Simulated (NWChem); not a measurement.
System: C₃H₂ClF; SMILES C(=C=CCl)F

Excerpt of the output:

```
             Northwest Computational Chemistry Package (NWChem) 7.3.0
             --------------------------------------------------------

                             Geometry "geometry" -> ""
                             -------------------------

 Output coordinates in angstroms (scale by  1.889725989 to convert to a.u.)

  No.       Tag          Charge          X              Y              Z
 ---- ---------------- ---------- -------------- -------------- --------------
    1 F                    9.0000     0.48917900    -2.64706800    -0.26287900
    2 C                    6.0000    -0.19281000    -1.75422900     0.44815100
    3 C                    6.0000    -0.42178100    -0.53014300     0.04434100
    4 C                    6.0000    -0.69431200     0.69533300    -0.31685800
    5 Cl                  17.0000     0.31991100     2.05386600     0.04104200
    6 H                    1.0000    -0.54598400    -2.15136800     1.40643400
    7 H                    1.0000    -1.59190100     0.96602500    -0.88246100

 Effective nuclear repulsion energy (a.u.)     180.7168227022

  xc_inp: hfexch multiplicative factor not found.

                                 NWChem DFT Module
                                 -----------------

 Summary of "ao basis" -> "ao basis" (spherical)
 ------------------------------------------------------------------------------
       Tag                 Description            Shells   Functions and Types
 ---------------- ------------------------------  ------  ---------------------
 F                           6-31g*                  6       14   3s2p1d
 C                           6-31g*                  6       14   3s2p1d
 Cl                          6-31g*                  8       18   4s3p1d
 H                           6-31g*                  2        2   2s

            General Information
            -------------------
          SCF calculation type: DFT
          Wavefunction type:  closed shell.
          No. of atoms     :     7
          No. of electrons :    46
           Alpha electrons :    23
            Beta electrons :    23
          Charge           :     0
          Spin multiplicity:     1
          Use of symmetry is: off; symmetry adaption is: off
          Maximum number of iterations: 150
          AO basis - number of functions:    78
                     number of shells:    36
          Convergence on energy requested:  1.00D-06
          Convergence on density requested:  1.00D-05
          Convergence on gradient requested:  5.00D-04

              XC Information
              --------------
                     Hartree-Fock (Exact) Exchange  1.000

      Superposition of Atomic Density Guess
      -------------------------------------

 Sum of atomic energies:        -672.80014226

      Non-variational initial energy
      ------------------------------

 Total energy =    -674.866272
 1-e energy   =   -1286.069846
 2-e energy   =     430.486752
 HOMO         =      -0.269818
 LUMO         =       0.018660

     ---------------------------------------------
      Total Density - Mulliken Population Analysis
     ---------------------------------------------

    Atom       Charge   Shell Charges
 -----------   ------   -------------------------------------------------------
    1 F    9     9.43   2.00  0.94  3.39  1.00  2.09  0.01
    2 C    6     5.65   2.00  0.68  1.61  0.53  0.76  0.07
    3 C    6     6.08   2.00  0.75  1.99  0.50  0.82  0.03
    4 C    6     6.15   2.00  0.69  1.68  0.62  1.10  0.05
    5 Cl  17    17.13   2.00  2.00  5.98  1.38  3.62  0.53  1.60  0.02
    6 H    1     0.81   0.47  0.34
    7 H    1     0.76   0.46  0.30

   convergence    iter        energy       DeltaE   RMS-Dens  Diis-err
 ---------------- ----- ----------------- --------- --------- ---------
 d= 0,ls=0.0,diis     1   -673.5146644427 -8.54D+02  9.70D-03  4.89D-01
 d= 0,ls=0.0,diis     2   -673.5783413233 -6.37D-02  3.97D-03  1.15D-01
 d= 0,ls=0.0,diis     3   -673.5907012312 -1.24D-02  1.50D-03  5.67D-03
 d= 0,ls=0.0,diis     4   -673.5920604830 -1.36D-03  4.33D-04  4.98D-04
 d= 0,ls=0.0,diis     5   -673.5921717171 -1.11D-04  1.99D-04  6.12D-05
  Resetting Diis
 d= 0,ls=0.0,diis     6   -673.5921939084 -2.22D-05  6.78D-05  7.97D-06
 d= 0,ls=0.0,diis     7   -673.5921967580 -2.85D-06  1.85D-05  1.46D-06
 d= 0,ls=0.0,diis     8   -673.5921970249 -2.67D-07  7.35D-06  3.55D-07

         Total DFT energy =     -673.592197024899
      One electron energy =    -1287.532545130642
           Coulomb energy =      487.078204134206
    Exchange-Corr. energy =      -53.854678730616
 Nuclear repulsion energy =      180.716822702152

 Numeric. integr. density =        0.000000000000

                       DFT Final Molecular Orbital Analysis
                       ------------------------------------

 Vector   21  Occ=2.000000D+00  E=-4.631792D-01
              MO Center=  2.1D-01,  1.9D+00, -3.3D-03, r^2= 1.5D+00
   Bfn.  Coefficient  Atom+Function         Bfn.  Coefficient  Atom+Function
  ----- ------------  ---------------      ----- ------------  ---------------
    63      0.484243  5 Cl px                64     -0.389606  5 Cl py
    65      0.348494  5 Cl pz                67      0.263373  5 Cl px
    68     -0.224366  5 Cl py                69      0.192025  5 Cl pz
    59     -0.185917  5 Cl px                60      0.149425  5 Cl py
    61     -0.133787  5 Cl pz                78      0.125565  7 H  s

 Vector   22  Occ=2.000000D+00  E=-3.917523D-01
              MO Center= -2.6D-01, -9.6D-01,  1.6D-01, r^2= 2.3D+00
   Bfn.  Coefficient  Atom+Function         Bfn.  Coefficient  Atom+Function
  ----- ------------  ---------------      ----- ------------  ---------------
    31      0.325369  3 C  px                17      0.315659  2 C  px
    35      0.265619  3 C  px                21      0.202488  2 C  px
    64      0.184354  5 Cl py                 3     -0.182051  1 F  px
     7     -0.164414  1 F  px                19      0.163530  2 C  pz
    33      0.158218  3 C  pz                36      0.148857  3 C  py

 Vector   23  Occ=2.000000D+00  E=-3.854479D-01
              MO Center= -2.6D-01,  5.6D-01, -3.9D-02, r^2= 2.8D+00
   Bfn.  Coefficient  Atom+Function         Bfn.  Coefficient  Atom+Function
  ----- ------------  ---------------      ----- ------------  ---------------
    65      0.367679  5 Cl pz                33     -0.303980  3 C  pz
    47     -0.270154  4 C  pz                69      0.239619  5 Cl pz
    37     -0.231107  3 C  pz                63     -0.216154  5 Cl px
    51     -0.204997  4 C  pz                31      0.162344  3 C  px
    45      0.158914  4 C  px                67     -0.141106  5 Cl px

 Vector   24  Occ=0.000000D+00  E= 1.286561D-01
              MO Center= -4.4D-01, -2.2D-01, -2.1D-02, r^2= 3.0D+00
   Bfn.  Coefficient  Atom+Function         Bfn.  Coefficient  Atom+Function
  ----- ------------  ---------------      ----- ------------  ---------------
    51      0.560927  4 C  pz                37     -0.386987  3 C  pz
    76      0.357596  6 H  s                 49     -0.323253  4 C  px
    47      0.310774  4 C  pz                36     -0.308547  3 C  py
    33     -0.298379  3 C  pz                35      0.287019  3 C  px
    20     -0.264028  2 C  s                 22     -0.260187  2 C  py

 Vector   25  Occ=0.000000D+00  E= 1.360853D-01
              MO Center= -2.4D-01, -2.6D-01,  1.3D-01, r^2= 4.1D+00
   Bfn.  Coefficient  Atom+Function         Bfn.  Coefficient  Atom+Function
  ----- ------------  ---------------      ----- ------------  ---------------
    68     -0.474000  5 Cl py                21      0.468076  2 C  px
    50     -0.426762  4 C  py                66      0.395877  5 Cl s
    67     -0.323721  5 Cl px                35     -0.318737  3 C  px
    36     -0.315963  3 C  py                17      0.306427  2 C  px
    49     -0.286149  4 C  px                23      0.274560  2 C  pz

[...]

                     NWChem Electrostatic Potential Fit Module
                     -----------------------------------------

 Atom parameters

 Number of atoms is                                    7
 Number of basis functions is                         78

 Grid parameters

 Maximum number of grid points is                  33615
 Number of grid points is                          33614
 Grid range                                     0.300000 nm
 Grid spacing                                   0.020000 nm
 Probe radius                                   0.070000 nm
 Atom radius factor                             1.000000

 Atomic radii

    1    0.100000
    6    0.147000
    9    0.128000
   17    0.169000
 FASTESP  F
  using M.O. file = ./job.movecs

    Atom              Coordinates                           Charge

                                                  ESP

    1 F     0.048918   -0.264707   -0.026288   -0.176507
    2 C    -0.019281   -0.175423    0.044815    0.167812
    3 C    -0.042178   -0.053014    0.004434   -0.140597
    4 C    -0.069431    0.069533   -0.031686    0.020150
    5 Cl    0.031991    0.205387    0.004104   -0.115916
    6 H    -0.054598   -0.215137    0.140643    0.110402
    7 H    -0.159190    0.096603   -0.088246    0.134655
                                            ------------
                                               -0.000000

 Dipole moment                                  0.790919

 Quadrupole moment Qxx                          2.065130
                   Qyy                         -6.712727
                   Qzz                          4.647598

 RMS deviation kJ/mol                           0.085518

 RRMS %                                        39.287540
```

Level: Hartree-Fock/6-31G* (spherical d). All runs use the structure optimised with PBE0/def2-SVP.

Which NWChem input produces such a log?

One answer among several that fit: the input that was run:
```
start job
memory heap 200 mb stack 900 mb global 1100 mb
geometry units angstroms noautosym nocenter noautoz
  F      0.489179    -2.647068    -0.262879
  C     -0.192810    -1.754229     0.448151
  C     -0.421781    -0.530143     0.044341
  C     -0.694312     0.695333    -0.316858
  Cl     0.319911     2.053866     0.041042
  H     -0.545984    -2.151368     1.406434
  H     -1.591901     0.966025    -0.882461
end
basis spherical
  * library 6-31g*
end
dft
  xc hfexch
  iterations 150
  mulliken
end
task dft energy
esp
  recalculate
  probe 0.07
  range 0.3
  factor 1.0
  spacing 0.02
end
task esp
```
